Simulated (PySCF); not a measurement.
**Curvature of the energy in the electron number along the 4d series, charge +1**

Calculated with PySCF 2.14, in aug-cc-pVTZ-PP with ECP28MDF, ECP: one orbital is emptied in steps, and each cell gives the departure of E from the straight line at half an electron, in eV (from a cubic fit). The exact functional gives zero.

```
species   orbital    LDA    PBE  r2SCAN   PBE0  BHandHLYP  LC-wPBE  wB97X   UHF
    Mo⁺  4d alpha  -1.31  -1.29   -1.20  -0.90      -0.50    -0.19  -0.26  0.29
    Tc⁺  5s alpha  -0.87  -0.87   -0.78  -0.63      -0.41    -0.02  -0.06  0.05
    Ru⁺   4d beta  -1.36  -1.33   -1.23  -0.90      -0.50    -0.18  -0.29  0.39
    Rh⁺   4d beta  -1.45  -1.40   -1.29  -0.95      -0.51    -0.22  -0.33  0.44
    Pd⁺   4d beta  -1.52  -1.48   -1.36  -0.99      -0.51    -0.27  -0.36  0.48
    Ag⁺   4d beta  -1.62  -1.58   -1.46  -1.06      -0.54    -0.34  -0.41  0.53
    Cd⁺  5s alpha  -0.99  -0.98   -0.87  -0.71      -0.49    -0.07  -0.12  0.03
```

Question: How does the mean departure depend on the functional?

Answer: LDA -1.30 eV; PBE -1.27 eV; r2SCAN -1.17 eV; PBE0 -0.88 eV; BHandHLYP -0.50 eV; LC-wPBE -0.18 eV; wB97X -0.26 eV; UHF 0.32 eV. Semilocal functionals are convex (delocalisation error), Hartree-Fock is concave or straight, and exact exchange removes curvature roughly in proportion to its share, so among the functionals the range-separated hybrids usually come closest to zero.

No spin-orbit coupling is included.
